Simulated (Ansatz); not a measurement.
`O=C[S][GaH2]` + `N#CO` → `N#COC=O` + `[SH][GaH2]` at 500 K and 1 bar (substitution at a C–S bond).

Isolated molecules relaxed with PBE0-D4/def2-TZVP in Ansatz; ΔE leaves out vibrations. CCSD(T)/CBS adds triple-zeta CCSD(T) − MP2 to the extrapolated MP2 energy (def2 sets, frozen cores). This one scheme is used for every species. For Ga outer-core shells are correlated without core-valence functions, which leaves a few kJ/mol of doubt a bond. Scalar relativity is left out up to krypton. One conformer a species, not always the lowest.

```csv
species,CCSD(T)/CBS energy (Eh),H − E (kJ/mol),S (J/(mol·K))
`O=C[S][GaH2]`,-2436.74763,127.7,380.2
`N#CO`,-168.48100,78.6,266.9
`N#COC=O`,-281.69242,114.4,330.5
`[SH][GaH2]`,-2323.53734,87.2,313.7
```

H − E and S are ideal-gas, rigid-rotor, harmonic terms from PBE0-D4/def2-TZVP, for one conformer and one mirror image of each species. 1 Eh = 2625.50 kJ/mol, R = 8.31446 J/(mol·K).

Problem. By hand: ΔE, ΔH, ΔS and ΔG.

Solution. ΔE = (-281.69242) + (-2323.53734) − (-2436.74763) − (-168.48100) = -0.00113 Eh = -3.0 kJ/mol. Δ(H − E) = 114.4 + 87.2 − 127.7 − 78.6 = -4.7, so ΔH = -7.7 kJ/mol. ΔS = 330.5 + 313.7 − 380.2 − 266.9 = -2.9 J/(mol·K). ΔG = -7.7 − 500 × (-2.9)/1000 = -6.2 kJ/mol.

Problem. By hand: the equilibrium constant, and the temperature at which ΔG would vanish if ΔH and ΔS stayed fixed.

Solution. log₁₀ K = −ΔG/(RT ln 10) = 0.6. ΔG = 0 at ΔH/ΔS = 2655 K, far beyond where these terms or the molecules hold.

The number of gas molecules stays the same, so ΔS is small and ΔH decides. A doubt of 5 kJ/mol in ΔE shifts log₁₀ K by 0.5 here. Other conformers and mirror images would add mixing entropy, several J/(mol·K) or more a flexible species. These are equilibria of isolated gas molecules and say nothing of rates. Largest T1 diagnostic: 0.017 (customary marks: 0.02 for closed shells, 0.045 for open ones).
